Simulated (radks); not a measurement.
Results of a calculation; reference values are marked as such.
Problem. Radial electron density D(r) = 4 pi r^2 rho(r) of an atom or ion with 11 electrons. Code: a radial shooting solver on a logarithmic mesh with Libxc functionals. Model: non-relativistic Kohn-Sham, PBE, spin-polarised, spherical densities, point nucleus.

| r (bohr) | D(r) (e/bohr) | spin D(r) |
|---|---|---|
| 0.009901 | 3.317 | 0.0213 |
| 0.01249 | 4.807 | 0.0307 |
| 0.01562 | 6.722 | 0.0426 |
| 0.0197 | 9.236 | 0.0577 |
| 0.02484 | 12.22 | 0.0746 |
| 0.03133 | 15.42 | 0.0906 |
| 0.0392 | 18.27 | 0.100 |
| 0.04943 | 20.31 | 0.0987 |
| 0.06234 | 20.76 | 0.0789 |
| 0.07862 | 19.38 | 0.0425 |
| 0.09836 | 16.89 | 0.00581 |
| 0.124 | 14.61 | -0.00198 |
| 0.1564 | 14.33 | 0.0565 |
| 0.1973 | 16.54 | 0.183 |
| 0.2468 | 19.49 | 0.303 |
| 0.3113 | 20.44 | 0.303 |
| 0.3925 | 17.36 | 0.141 |
| 0.4911 | 11.58 | -0.000614 |
| 0.6193 | 5.815 | 0.165 |
| 0.781 | 2.572 | 0.676 |
| 0.985 | 1.503 | 1.10 |
| 1.232 | 1.049 | 0.996 |
| 1.554 | 0.5147 | 0.511 |
| 1.96 | 0.1417 | 0.142 |
| 2.472 | 0.01879 | 0.0188 |
| 3.092 | 0.001135 | 0.00113 |

What is the nuclear charge?

Solution. Z = 18. The innermost maximum, from 1s, lies near 1/Z = 0.0556 bohr (found: 0.0589), and its height grows with Z. The density is that of the argon ion Ar7+ in [Ne] 3s1; the configuration itself is not fixed sharply by these data, and Z only to about a unit. D(r) has 2 maxima, at r = 0.0589, 0.294 bohr, and minima at 0.143 bohr, inside which lie 2.18 electrons.
